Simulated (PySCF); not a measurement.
Species: CH₆O₃Si₂.
Numbering: `[O:1]=[C:2]([OH:3])[SiH2:4][O:5][SiH3:6]` (hydrogens: H7 on O3; H8, H9 on Si4; H10, H11, H12 on Si6)

Computed, not measured: PySCF, PBE0-D3(BJ)/def2-SVP geometry optimisation, gas phase.

Give the optimised bond lengths and angles.

```json
{"bond": "O1=C2", "length (Å)": "1.208"}
{"bond": "C2–O3", "length (Å)": "1.335"}
{"bond": "C2–Si4", "length (Å)": "1.925"}
{"bond": "Si4–O5", "length (Å)": "1.642"}
{"bond": "O5–Si6", "length (Å)": "1.673"}
{"bond": "O3–H7", "length (Å)": "0.974"}
{"bond": "Si4–H8, Si4–H9", "length (Å)": "1.489"}
{"bond": "Si6–H10, Si6–H11, Si6–H12", "length (Å)": "1.490"}
```

Bonds in one row agree within 0.01 Å and their mean is given. A selection of angles:
```json
{"angle": "O1–C2–O3", "degrees": "122.9"}
{"angle": "O1–C2–Si4", "degrees": "121.0"}
{"angle": "O3–C2–Si4", "degrees": "116.1"}
{"angle": "C2–O3–H7", "degrees": "107.3"}
{"angle": "C2–Si4–O5", "degrees": "104.5"}
{"angle": "C2–Si4–H8", "degrees": "109.5"}
{"angle": "O5–Si4–H8", "degrees": "111.2"}
{"angle": "H8–Si4–H9", "degrees": "110.4"}
{"angle": "Si4–O5–Si6", "degrees": "142.0"}
{"angle": "O5–Si6–H10", "degrees": "110.9"}
{"angle": "O5–Si6–H12", "degrees": "105.9"}
{"angle": "H10–Si6–H11", "degrees": "111.0"}
{"angle": "H10–Si6–H12", "degrees": "108.9"}
```

Dihedral angles: O1–C2–Si4–O5 0° (synperiplanar); C2–Si4–O5–Si6 7° (synperiplanar); H7–O3–C2–O1 0° (synperiplanar). The mirror-image conformer, all signs reversed, is as good.

The O–Si distances run from 1.642 Å (Si4–O5, drawn single) to 1.673 Å (O5–Si6, drawn single), a spread of 0.031 Å. O5 (siloxane oxygen) is bent (angle 142.0°). The C–O distances run from 1.208 Å (O1=C2, drawn double) to 1.335 Å (C2–O3, drawn single), a spread of 0.127 Å. Of the pairs four or more bonds apart, O1···Si6 is among the closest relative to their van der Waals radii: 3.11 Å, 86 % of the sum of Bondi's values. O3 (acid hydroxyl oxygen) is bent (angle 107.3°). Si6 (oxygen-bound silicon) is distorted tetrahedral (angles from 105.9° to 111.0°). Si4 (oxygen-bound silicon) is distorted tetrahedral (angles from 104.5° to 111.8°).

Point group: near Cs, missed by 0.11 Å at most; the miss may be what the optimiser left on a soft mode. No PBE0-D3(BJ)/def2-SVP frequencies stand behind this structure, so it isn't proved a minimum. One conformer, not necessarily the lowest (O1–C2–O3–H 0°, O1–C2–Si4–O5 0°, C2–Si4–O5–Si6 7°).

On one thread of an Arm Neoverse V2, shared host with 96 logical CPUs at a one-minute load of 26, this took 47 s and 0.51 GiB of memory at its peak. That covers the optimisation of the geometry.
